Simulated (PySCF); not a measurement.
## Atomic charges against the basis set

Ethyl butyl ether, C6H14O.
SMILES with atom numbers: `[CH3:1][CH2:2][CH2:3][CH2:4][O:5][CH2:6][CH3:7]` (hydrogens: H8, H9, H10 on C1; H11, H12 on C2; H13, H14 on C3; H15, H16 on C4; H17, H18 on C6; H19, H20, H21 on C7)

PBE0 throughout (PySCF), one geometry, spherical d and f functions. The structure is a single PBE0-D3(BJ)/def2-SVP conformer in the gas phase; no vibrational or solvent corrections. The first 7 of 13 kinds of atom are listed.

Mulliken charges (e):

```json
{"basis": "STO-3G", "functions": "49", "C1": "-0.231", "C2": "-0.139", "C3": "-0.142", "C4": "-0.037", "O5": "-0.224", "C6": "-0.035", "C7": "-0.236"}
{"basis": "pcSseg-0", "functions": "91", "C1": "-0.628", "C2": "-0.520", "C3": "-0.490", "C4": "-0.070", "O5": "-0.683", "C6": "-0.129", "C7": "-0.651"}
{"basis": "6-31G", "functions": "91", "C1": "-0.493", "C2": "-0.308", "C3": "-0.317", "C4": "-0.049", "O5": "-0.532", "C6": "-0.047", "C7": "-0.497"}
{"basis": "6-31G*", "functions": "126", "C1": "-0.525", "C2": "-0.317", "C3": "-0.340", "C4": "-0.051", "O5": "-0.476", "C6": "-0.046", "C7": "-0.543"}
{"basis": "cc-pVDZ", "functions": "168", "C1": "-0.074", "C2": "-0.108", "C3": "-0.077", "C4": "+0.118", "O5": "-0.325", "C6": "+0.070", "C7": "-0.088"}
{"basis": "def2-SVP", "functions": "168", "C1": "-0.063", "C2": "-0.116", "C3": "-0.073", "C4": "+0.173", "O5": "-0.409", "C6": "+0.122", "C7": "-0.085"}
{"basis": "pcSseg-1", "functions": "189", "C1": "-0.273", "C2": "-0.287", "C3": "-0.243", "C4": "+0.061", "O5": "-0.513", "C6": "+0.009", "C7": "-0.284"}
{"basis": "6-311+G(2d,p)", "functions": "273", "C1": "-0.683", "C2": "+0.030", "C3": "-0.323", "C4": "-0.146", "O5": "-0.263", "C6": "+0.096", "C7": "-0.640"}
{"basis": "aug-cc-pVDZ", "functions": "287", "C1": "+0.427", "C2": "+0.625", "C3": "+0.620", "C4": "+0.685", "O5": "-0.572", "C6": "+0.775", "C7": "+0.390"}
{"basis": "def2-TZVP", "functions": "301", "C1": "-0.356", "C2": "-0.202", "C3": "-0.163", "C4": "-0.064", "O5": "-0.268", "C6": "-0.052", "C7": "-0.340"}
```

IAO charges (e):

```csv
basis,functions,C1,C2,C3,C4,O5,C6,C7
STO-3G,49,-0.392,-0.255,-0.257,-0.122,-0.225,-0.125,-0.400
pcSseg-0,91,-0.420,-0.264,-0.265,-0.061,-0.373,-0.061,-0.427
6-31G,91,-0.428,-0.256,-0.258,-0.071,-0.374,-0.067,-0.432
6-31G*,126,-0.408,-0.244,-0.249,-0.036,-0.388,-0.033,-0.416
cc-pVDZ,168,-0.407,-0.243,-0.249,-0.036,-0.387,-0.031,-0.414
def2-SVP,168,-0.397,-0.238,-0.243,-0.031,-0.387,-0.027,-0.404
pcSseg-1,189,-0.407,-0.245,-0.249,-0.036,-0.394,-0.033,-0.413
"6-311+G(2d,p)",273,-0.420,-0.251,-0.255,-0.041,-0.400,-0.036,-0.427
aug-cc-pVDZ,287,-0.418,-0.249,-0.254,-0.040,-0.399,-0.035,-0.425
def2-TZVP,301,-0.420,-0.252,-0.256,-0.038,-0.400,-0.034,-0.428
```

Hirshfeld charges (e):

```tsv
basis	functions	C1	C2	C3	C4	O5	C6	C7
STO-3G	49	-0.042	-0.011	-0.014	+0.058	-0.158	+0.061	-0.040
pcSseg-0	91	-0.102	-0.051	-0.055	+0.015	-0.136	+0.018	-0.104
6-31G	91	-0.100	-0.053	-0.054	+0.017	-0.159	+0.020	-0.101
6-31G*	126	-0.101	-0.055	-0.058	+0.014	-0.145	+0.016	-0.103
cc-pVDZ	168	-0.109	-0.063	-0.067	+0.005	-0.115	+0.007	-0.115
def2-SVP	168	-0.112	-0.064	-0.068	+0.006	-0.121	+0.008	-0.118
pcSseg-1	189	-0.115	-0.068	-0.071	+0.005	-0.127	+0.006	-0.120
6-311+G(2d,p)	273	-0.116	-0.074	-0.077	-0.001	-0.135	-0.001	-0.121
aug-cc-pVDZ	287	-0.123	-0.077	-0.081	-0.004	-0.130	-0.004	-0.128
def2-TZVP	301	-0.119	-0.073	-0.076	-0.002	-0.129	-0.001	-0.123
```

ESP-fitted charges (e):

```tsv
basis	functions	C1	C2	C3	C4	O5	C6	C7
STO-3G	49	-0.502	+0.116	-0.134	-0.184	-0.159	+0.105	-0.428
pcSseg-0	91	-0.604	+0.219	-0.096	-0.090	-0.370	+0.313	-0.475
6-31G	91	-0.486	+0.199	-0.133	+0.044	-0.407	+0.305	-0.419
6-31G*	126	-0.496	+0.201	-0.059	-0.080	-0.298	+0.257	-0.411
cc-pVDZ	168	-0.441	+0.207	-0.042	-0.056	-0.289	+0.265	-0.361
def2-SVP	168	-0.441	+0.216	-0.058	-0.033	-0.315	+0.282	-0.366
pcSseg-1	189	-0.480	+0.254	-0.040	-0.044	-0.341	+0.310	-0.379
6-311+G(2d,p)	273	-0.550	+0.269	-0.049	-0.144	-0.274	+0.230	-0.425
aug-cc-pVDZ	287	-0.529	+0.260	-0.049	-0.126	-0.270	+0.233	-0.405
def2-TZVP	301	-0.538	+0.274	-0.042	-0.131	-0.268	+0.247	-0.414
```

**Question.** Which scheme is steadiest as the basis changes?

**Answer.** Largest range over the bases for any column: Hirshfeld 0.09 e, IAO 0.18 e, ESP-fitted 0.25 e, Mulliken 1.15 e. Hirshfeld charges move least and Mulliken charges most, counted in e. Without the minimal STO-3G basis the ranges are Hirshfeld 0.04, IAO 0.04, ESP-fitted 0.19, Mulliken 1.15 e.

**Question.** How much do the charges still move between the two largest bases, aug-cc-pVDZ and def2-TZVP?

**Answer.** At most, over all atoms: Mulliken 0.827 e, IAO 0.003 e, Hirshfeld 0.005 e, ESP-fitted 0.014 e.

**Question.** What do the same runs give for the total energy, the frontier levels and the dipole moment?

**Answer.** 
```json
{"basis": "STO-3G", "energy (Eh)": "-308.0974", "HOMO (eV)": "-3.83", "LUMO (eV)": "8.67", "μ (D)": "0.88"}
{"basis": "pcSseg-0", "energy (Eh)": "-311.1912", "HOMO (eV)": "-7.10", "LUMO (eV)": "2.20", "μ (D)": "1.41"}
{"basis": "6-31G", "energy (Eh)": "-311.8203", "HOMO (eV)": "-7.00", "LUMO (eV)": "2.75", "μ (D)": "1.24"}
{"basis": "6-31G*", "energy (Eh)": "-311.9050", "HOMO (eV)": "-7.03", "LUMO (eV)": "2.83", "μ (D)": "0.95"}
{"basis": "cc-pVDZ", "energy (Eh)": "-311.9254", "HOMO (eV)": "-7.11", "LUMO (eV)": "2.00", "μ (D)": "0.92"}
{"basis": "def2-SVP", "energy (Eh)": "-311.6873", "HOMO (eV)": "-7.19", "LUMO (eV)": "1.88", "μ (D)": "1.01"}
{"basis": "pcSseg-1", "energy (Eh)": "-311.8728", "HOMO (eV)": "-7.27", "LUMO (eV)": "1.57", "μ (D)": "1.08"}
{"basis": "6-311+G(2d,p)", "energy (Eh)": "-312.0015", "HOMO (eV)": "-7.30", "LUMO (eV)": "0.45", "μ (D)": "1.00"}
{"basis": "aug-cc-pVDZ", "energy (Eh)": "-311.9460", "HOMO (eV)": "-7.28", "LUMO (eV)": "0.00", "μ (D)": "0.96"}
{"basis": "def2-TZVP", "energy (Eh)": "-312.0254", "HOMO (eV)": "-7.29", "LUMO (eV)": "1.26", "μ (D)": "0.95"}
```

The dipole is fixed by the density alone, so its range of 0.53 D shows that the density itself changes with the basis, not only its division among atoms.
